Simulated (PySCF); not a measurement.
# Correlation energy of O³⁺ (oxygen, charge +3)

[He] 2s2 2p1, 2P determinant. Computed with PySCF 2.14 in x2c-SVPall, with scalar relativity by spin-free X2C-1e. Frozen: 1s2; 3 electrons correlated.

MP2 pair energies summed by pair of shells (mhartree):

```
 pair  energy  share (%)
2s-2s  -33.66       67.0
2s-2p  -16.56       33.0
```

Total MP2 correlation energy: -50.22 mhartree.

Same-spin part -2.23 and opposite-spin part -47.99 mhartree; SCS-MP2 scales them by 1/3 and 6/5 to -58.33 mhartree.

| level | correlation energy (mhartree) |
| --- | --- |
| CCSD | -82.80 |
| (T) | -0.50 |
| CCSD(T) | -83.30 |

Diagnostics: T1 = 0.0053, D1 = 0.0100, largest double amplitude 0.143.

Cost of the coupled-cluster step: 0.06 s of wall time on 1 thread of Intel(R) Xeon(R) 6975P-C (shared host), for 3 correlated electrons.
